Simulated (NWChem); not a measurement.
**Total energies of C₂H₇Al**

SMILES: [CH3][AlH][CH3]
```xyz
10

Al     0.0000     0.0000    -0.5030
C      1.7273     0.0000     0.4228
H      2.3271    -0.8802     0.1312
H      1.6440     0.0000     1.5210
H      2.3271     0.8802     0.1312
C     -1.7273     0.0000     0.4228
H     -2.3271     0.8802     0.1312
H     -1.6440     0.0000     1.5210
H     -2.3271    -0.8802     0.1312
H      0.0000     0.0000    -2.1016
```
Charge 0, spin multiplicity 1.

All runs are NWChem calculations. The geometry was optimised at PBE0/def2-SVP, a minimum by its harmonic frequencies.

Basis set: 3-21G (45 functions).

```tsv
method	total energy (Ha)
RHF	-319.96714
MP2	-320.18631
B2PLYP	-320.81019
PBE	-320.81076
B3LYP	-321.10714
BP86	-321.09281
CCSD(T)	-320.23039
```

Total energies of different functionals aren't comparable as a measure of quality: only differences taken within one method are. 

The correlated methods keep 7 core orbitals frozen. B3LYP has NWChem's definition, with VWN1-RPA local correlation. The structure started from a generated list of species. Coupled-cluster values serve here as a point of comparison, not as the truth.
